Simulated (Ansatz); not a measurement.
Molecule: sum formula HBOBr, net charge 0, doublet state. It need not be the lowest isomer of its formula. 
Structure (B3LYP-D3(BJ)/def2-TZVP (Ansatz, a first-principles code) minimum search):
```xyz
4

O     -2.1428     0.4970     0.0157
B     -0.8839     0.9096    -0.0028
Br     0.6817    -0.2304    -0.0040
H     -2.2971    -0.4603     0.0300
```
Charge 0, spin multiplicity 2.

Dipole moments at this geometry, in debye (magnitudes).

| level | program | dipole (D) |
|---|---|---|
| PBE/def2-TZVPD | Ansatz | 1.73 |
| BLYP/def2-TZVPD | Ansatz | 1.67 |
| revPBE/def2-TZVPD | Ansatz | 1.72 |
| B97M-V/def2-TZVPD | Ansatz | 1.67 |
| B3LYP/def2-TZVPD | Ansatz | 1.68 |
| PBE0/def2-TZVPD | Ansatz | 1.72 |
| BHLYP/def2-TZVPD | Ansatz | 1.65 |
| r2SCAN0/def2-TZVPD | Ansatz | 1.70 |
| HSE06/def2-TZVPD | Ansatz | … |
| CAM-B3LYP/def2-TZVPD | Ansatz | 1.71 |
| LC-wPBE/def2-TZVPD | Ansatz | 1.78 |
| wB97X-V/def2-TZVPD | Ansatz | 1.77 |
| CCSD(T)/aug-cc-pVDZ | Ansatz | … |

### Question
Fill in the missing entries.

### Answer

- HSE06/def2-TZVPD, dipole (D): 1.72
- CCSD(T)/aug-cc-pVDZ, dipole (D): 1.74
